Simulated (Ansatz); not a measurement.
CoCl2⁺. Charge 1, multiplicity 5. Geometry PBE0-D4/def2-TZVP, that of the neutral quartet; atoms count from 1.

Cartesian coordinates in Å:
```
Co 0.000 0.000 0.000
Cl 0.441 -1.273 -1.597
Cl -0.440 1.273 1.597
```

Question: Estimate the Mulliken populations from the PBE0/def2-TZVP orbitals of Ansatz.

Answer: 
| atom | charge (e) | spin (α − β) | d electrons |
| --- | --- | --- | --- |
| Co1 | 0.92 | 2.95 | 7.23 |
| Cl2 | 0.04 | 0.52 | – |
| Cl3 | 0.04 | 0.52 | – |
Mulliken values depend strongly on the basis.

Question: Where does the spin sit?

Answer: Summed by element: Co 2.95, Cl 1.05, of 4 unpaired in all. Largest on single atoms: Co1 2.95, Cl2 0.52, Cl3 0.52.

Question: And the Mayer bond orders between heavy atoms (over 0.3)?

Answer: Co1–Cl2 1.36 (2.09 Å); Co1–Cl3 1.36 (2.09 Å).
